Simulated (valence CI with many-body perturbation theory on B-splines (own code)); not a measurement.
## Br⁴⁺: what each term of the Hamiltonian does

Calculated by relativistic CI+MBPT: three valence electrons over a frozen Dirac-Fock core [Ar] 3d10, radial functions for each j: 11 s, 11 p, 9 d, 7 f, 5 g, 2 h, 1 i, with the one-electron correlation potential Σ1, the two-electron term Σ2, the three-electron term Σ3, Breit, model QED; selected CI, second order for the rest, scaled by the run's own slope (own B-spline code, finite nucleus).

Set against measurement, 8 paired levels are off by 79 cm⁻¹ on average, the worst by 220. These come from a selection out of Moore, Atomic Energy Levels, vol. II, NSRDS-NBS 35 (1971 reprint of NBS Circular 467, 1952), an old analysis. Levels without a partner in it may be off by more.

Each rung adds one term. CI alone is the Dirac-Coulomb CI over the frozen core; QED comes last and gives the full result, which names the levels. Energies are above 4s2.4p 2P°_1/2 on the same rung, in cm⁻¹.

Names give the largest LS component (configuration and term), which can be under half, so a name can repeat, a term be missing and a line seem to break the LS rules; names also repeat where a configuration has a term twice.

| Level | CI alone | + Σ1 | + Σ2 | + Σ3 | + Breit | Full |
| --- | --- | --- | --- | --- | --- | --- |
| 4s2.4p 2P°_3/2 | 5889 | 6146 | 6184 | 6186 | 6067 | 6081 |
| 4s.4p2 4P_1/2 | 89878 | 91463 | 93504 | 93513 | 93534 | 93350 |
| 4s.4p2 4P_3/2 | 92256 | 93952 | 96019 | 96030 | 95997 | 95819 |
| 4s.4p2 4P_5/2 | 95489 | 97314 | 99375 | 99387 | 99290 | 99118 |
| 4s.4p2 2D_3/2 | 120050 | 122138 | 122975 | 122962 | 122879 | 122721 |
| 4s.4p2 2D_5/2 | 120755 | 122883 | 123731 | 123718 | 123606 | 123450 |
| 4s.4p2 2S_1/2 | 148598 | 150830 | 149693 | 149584 | 149545 | 149369 |
| 4s.4p2 2P_1/2 | 159748 | 162137 | 158507 | 158439 | 158352 | 158179 |
| 4s.4p2 2P_3/2 | 162908 | 165406 | 161413 | 161353 | 161231 | 161061 |
| 4s2.4d 2D_3/2 | 187066 | 190470 | 188189 | 188147 | 187918 | 187917 |
| 4s2.4d 2D_5/2 | 187688 | 191119 | 188843 | 188802 | 188546 | 188548 |
| 4s2.5s 2S_1/2 | 210741 | 215229 | 213754 | 213683 | 213479 | 213565 |
| 4p3 2D°_3/2 | 235049 | 239063 | 240244 | 240251 | 240173 | 239854 |
| 4p3 2D°_5/2 | 236099 | 240182 | 241486 | 241496 | 241372 | 241059 |
| 4p3 4S°_3/2 | 241997 | 245853 | 243852 | 243849 | 243795 | 243428 |
| 4s2.5p 2P°_1/2 | 250863 | 255596 | 254213 | 254141 | 253965 | 253989 |
| 4s2.5p 2P°_3/2 | 252595 | 257369 | 256014 | 255943 | 255732 | 255758 |
| 4p3 2P°_1/2 | 262091 | 266325 | 265612 | 265569 | 265460 | 265138 |
| 4p3 2P°_3/2 | 262867 | 267193 | 266570 | 266531 | 266378 | 266067 |
| 4s.4p.4d 4F°_3/2 | 261108 | 265849 | 267780 | 267817 | 267644 | 267460 |
| 4s.4p.4d 4F°_5/2 | 262391 | 267190 | 269077 | 269115 | 268911 | 268731 |
| 4s.4p.4d 4F°_7/2 | 264271 | 269150 | 271035 | 271073 | 270822 | 270647 |
| 4s.4p.4d 4F°_9/2 | 266916 | 271913 | 273822 | 273861 | 273543 | 273375 |
| 4s.4p.4d 4P°_5/2 | 279373 | 284318 | 284442 | 284444 | 284246 | 284066 |
| 4s.4p.4d 4D°_3/2 | 280289 | 285272 | 285250 | 285251 | 285050 | 284872 |
| 4s.4p.4d 4D°_1/2 | 281012 | 286019 | 285812 | 285812 | 285612 | 285435 |
| 4s.4p.4d 4D°_7/2 | 284050 | 289189 | 288907 | 288907 | 288628 | 288460 |
| 4s.4p.4d 4P°_1/2 | 283712 | 288850 | 289123 | 289124 | 288851 | 288682 |
| 4s.4p.4d 4D°_5/2 | 284292 | 289443 | 289323 | 289324 | 289043 | 288874 |
| 4s.4p.4d 4P°_3/2 | 284103 | 289252 | 289328 | 289329 | 289049 | 288880 |
| 4s2.4f 2F°_5/2 | 289890 | 295196 | 294365 | 294337 | 294085 | 294029 |

(1) How does the ionisation energy move along the ladder, and which term matters most?

Results:

(1) CI alone 59.162, + Σ1 59.933, + Σ2 59.724, + Σ3 59.715, + Breit 59.683, + QED 59.688 eV. The largest step is Σ1, 0.771 eV. NIST lists 59.595 ± 0.025 eV (measured).
